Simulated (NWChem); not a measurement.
System: CH$_{4}$MoO$_{3}$; SMILES [Mo]([CH3])(=[O])([OH])=[O]

```xyz
9

Mo    -0.0551     0.0580     0.0001
O      0.8499    -0.3636     1.3742
O      0.8495    -0.3679    -1.3729
O     -0.6206     1.8430    -0.0025
H     -0.1840     2.7125    -0.0049
C     -1.7439    -1.2051     0.0024
H     -2.3456    -0.9945     0.9115
H     -1.4427    -2.2719     0.0041
H     -2.3459    -0.9974    -0.9072
```
Atoms are numbered in this order, from 1.

Results from NWChem. STO-3G and 3-21G are far too small for this property and stand as cheap habits. The geometry was optimised at PBE-D3(BJ)/def2-SVP. No frequency run checked for a minimum. def2 effective core potentials on Mo; no spin-orbit coupling. Field at 589 nm.

For level B3LYP/STO-3G (all-electron, non-relativistic):

isotropic polarisability (bohr³): 34.0
anisotropy (bohr³): 9.6

### Question
What are these values for level B3LYP/def2-SVP (core potentials)?

### Answer
| Property | Value |
|---|---|
| isotropic polarisability (bohr³) | 55.9 |
| anisotropy (bohr³) | 12.0 |
